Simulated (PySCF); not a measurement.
# Bond curve of GeS

Set-up: basis Ge 6-31G(d,p), S 6-31G(d,p); no relativity; PySCF 2.14. Energies in eV from Ge + S in their ground configurations at the same level. State: ¹Σ⁺ (singlet), closed shell.

Curves on a restricted Hartree–Fock reference rise too fast on stretching and do not dissociate correctly.

```json
{"R (Å)": "1.743", "RHF-SCS-MP2": "-3.259", "r²SCANh": "-3.854", "PW91": "-4.007", "LDA": "-5.079"}
{"R (Å)": "1.824", "RHF-SCS-MP2": "-4.240", "r²SCANh": "-4.795", "PW91": "-4.997", "LDA": "-6.004"}
{"R (Å)": "1.905", "RHF-SCS-MP2": "-4.785", "r²SCANh": "-5.311", "PW91": "-5.566", "LDA": "-6.516"}
{"R (Å)": "1.966", "RHF-SCS-MP2": "-4.982", "r²SCANh": "-5.491", "PW91": "-5.789", "LDA": "-6.701"}
{"R (Å)": "2.027", "RHF-SCS-MP2": "-5.042", "r²SCANh": "-5.538", "PW91": "-5.879", "LDA": "-6.756"}
{"R (Å)": "2.088", "RHF-SCS-MP2": "-4.996", "r²SCANh": "-5.483", "PW91": "-5.867", "LDA": "-6.713"}
{"R (Å)": "2.169", "RHF-SCS-MP2": "-4.815", "r²SCANh": "-5.291", "PW91": "-5.734", "LDA": "-6.542"}
{"R (Å)": "2.270", "RHF-SCS-MP2": "-4.454", "r²SCANh": "-4.924", "PW91": "-5.438", "LDA": "-6.204"}
{"R (Å)": "2.392", "RHF-SCS-MP2": "-3.901", "r²SCANh": "-4.371", "PW91": "-4.968", "LDA": "-5.691"}
{"R (Å)": "2.554", "RHF-SCS-MP2": "-3.047", "r²SCANh": "-3.557", "PW91": "-4.259", "LDA": "-4.934"}
```

Q: Put a parabola through the three lowest points of the RHF-SCS-MP2 curve and estimate Re, k and ωe (reduced mass 22.32 u; 1 eV/Å² = 0.16022 mdyn/Å; ωe = 1302.8·√(k/μ) cm⁻¹).

A: Through R = 1.966, 2.027, 2.088 Å the second-order coefficient is 14.2 eV/Å², so Re ≈ 2.031 Å, k ≈ 4.56 mdyn/Å and ωe ≈ 589 cm⁻¹. A polynomial fit of higher order to the unrounded RHF-SCS-MP2 energies gives Re = 2.029 Å, k = 4.50 mdyn/Å, ωe = 585 cm⁻¹; anharmonicity and rounding make the difference.

The higher-order fit for each curve: RHF-SCS-MP2: Re = 2.029 Å, ωe = 585 cm⁻¹, De = 5.04 eV; r²SCANh: Re = 2.022 Å, ωe = 586 cm⁻¹, De = 5.54 eV; PW91: Re = 2.049 Å, ωe = 551 cm⁻¹, De = 5.88 eV; LDA: Re = 2.028 Å, ωe = 568 cm⁻¹, De = 6.76 eV.

Correlated steps freeze 14 core orbitals. Correlated levels converge slowly with the basis: in double zeta they bind strong bonds too weakly, by up to about 1 eV, and carry superposition errors of some tenths. Where the molecule has an RHF reference, its open-shell atoms are computed with UHF.
